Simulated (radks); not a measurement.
Results of a calculation; reference values are marked as such.
Species: Nb III. Configuration: [Kr] 5p3 (not the ground configuration). Level of theory: Dirac Kohn-Sham, PBE, spin-unpolarised, spherical densities, point nucleus; open shells fill j = l - 1/2 first (a radial shooting solver on a logarithmic mesh with Libxc functionals). Some entries of the table are withheld. Estimate them.

orbital  occ.  eigenvalue (hartree)  <1/r> (bohr^-1)  r(max) (bohr)
1s1/2       2             -692.1340            42.40        0.02349
2s1/2       2             -97.90939            9.626         0.1333
2p1/2       2             -89.95283            9.600         0.1039
2p3/2       4             -86.43375            9.163         0.1076
3s1/2       2             -17.39236              (1)         0.3956
3p1/2       2             -14.39856            3.173         0.3831
3p3/2       4             -13.82785            3.068         0.3924
3d3/2       4              -8.54652            2.874         0.3328
3d5/2       6              -8.44015            2.847         0.3355
4s1/2       2              -3.33274            1.206          1.023
4p1/2       2              -2.47698            1.098          1.088
4p3/2       4              -2.39177            1.071          1.111
5p1/2       2                   (2)           0.4123          2.878
5p3/2       1                   (3)           0.4049          2.927

Answer. 
(1) 3s1/2 <1/r> (bohr^-1): 3.277
(2) 5p1/2 eigenvalue (hartree): -0.63403
(3) 5p3/2 eigenvalue (hartree): -0.62066
